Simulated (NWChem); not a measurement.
Molecule: CaF$_{2}$; SMILES [F][Ca][F]

All runs: NWChem. Pople sets run with spherical d functions. The geometry was optimised at PBE-D3(BJ)/def2-SVP. Ions are spin-unrestricted doublets at the neutral geometry; other ion states weren't tried.

Q: Taking CAM-B3LYP/def2-TZVPD as the yardstick, which of these has the fewest basis functions while keeping “vertical ionisation energy, ΔSCF (eV)” within 0.1 eV of it: CAM-B3LYP/6-31+G*; CAM-B3LYP/6-31G*; CAM-B3LYP/6-311++G**; CAM-B3LYP/STO-3G; CAM-B3LYP/6-311G**?

A: CAM-B3LYP/6-311++G**.
| level | basis functions | vertical ionisation energy, ΔSCF (eV) |
|---|---|---|
| CAM-B3LYP/STO-3G | 23 | 5.87 |
| CAM-B3LYP/6-31G* | 50 | 10.92 |
| CAM-B3LYP/6-31+G* | 62 | 11.82 |
| CAM-B3LYP/6-311G** | 75 | 11.48 |
| CAM-B3LYP/6-311++G** | 87 | 12.03 |
| CAM-B3LYP/def2-TZVPD | 116 | 11.97 |

The yardstick is one finite set, not the basis-set limit.
